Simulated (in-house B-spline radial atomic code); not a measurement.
A radial electron density 4πr²n(r) was computed for an atom or ion in its tabulated ground configuration with an all-electron radial atomic-structure program (B-spline basis); method: Dirac-Kohn-Sham LDA VWN5, spherical fractional occupations. Columns: r (bohr), 4πr²n(r) (electrons per bohr), bar.

```
 0.00143    2.017 #
 0.00173    2.813 ##
  0.0021    3.924 ##
 0.00255    5.438 ###
  0.0031    7.485 #####
 0.00377     10.2 ######
 0.00457    13.65 ########
 0.00556    18.09 ###########
 0.00675    23.46 ##############
 0.00819    29.71 ##################
 0.00995    36.68 ######################
  0.0121    43.85 ###########################
  0.0147    50.38 ###############################
  0.0178    55.25 ##################################
  0.0216     57.7 ###################################
  0.0263     57.2 ###################################
  0.0319    54.31 #################################
  0.0388    50.81 ###############################
  0.0471     49.5 ##############################
  0.0572    52.63 ################################
  0.0695    60.13 #####################################
  0.0843    68.34 ##########################################
   0.102    71.73 ############################################
   0.124    66.75 #########################################
   0.151    55.74 ##################################
   0.183    47.39 #############################
   0.223    47.91 #############################
   0.271     54.3 #################################
   0.329    55.77 ##################################
   0.399    45.93 ############################
   0.485    29.65 ##################
   0.589    17.67 ###########
   0.715    14.02 #########
   0.868    13.92 #########
    1.05    11.86 #######
    1.28    7.274 ####
    1.56    3.099 ##
    1.89   0.9374 #
    2.29   0.1926 
    2.79  0.02422 
    3.38 0.001942 
    4.11 7.762e-05
```

Problem. Which atom or ion is it?
A. Ru7+
B. Cd8+
C. Rh7+
D. Rh8+

Solution. C. The area under the curve, ∫4πr²n dr = ∫r·4πr²n d(ln r) on this logarithmic grid, is 38 electrons, which only this option has. The configuration is [Kr] 4d2.
